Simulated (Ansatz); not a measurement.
Species: F (charge 0, doublet).

Wanted: ionisation energy to the triplet, in eV. Terms: spin-orbit terms left out; non-relativistic; each state is the SCF solution reached for its charge and spin; open shells spin-unrestricted; six Cartesian d functions in 6-31G* and its kin unless marked 5d.

```json
[
 {"species": "charge 1, triplet", "coefficient": "+1", "E at B3LYP/6-31G* (Ansatz), Eh": "-99.07675", "E at wB97M-V/def2-TZVPD (Ansatz), Eh": "-99.10549"},
 {"species": "charge 0, doublet", "coefficient": "-1", "E at B3LYP/6-31G* (Ansatz), Eh": "-99.71553", "E at wB97M-V/def2-TZVPD (Ansatz), Eh": "-99.74647"}
]
```

Measured values: NIST ASD by pymatgen's periodic table; they hold spin-orbit and core effects.  Value to compare with, the measured value: 17.42 eV. 1 Eh = 27.2114 eV.

Work the quantity out at each level, and compare with the measured value.


- B3LYP/6-31G*: the sum of coefficient times E is 0.63878 Eh, or 17.382 eV. Result: 17.38 eV. Its error against the measured value is -0.04 eV.
- wB97M-V/def2-TZVPD: the sum of coefficient times E is 0.64098 Eh, or 17.442 eV. Result: 17.44 eV. Its error against the measured value is 0.02 eV.

Ansatz is a quantum-chemistry and plane-wave program.
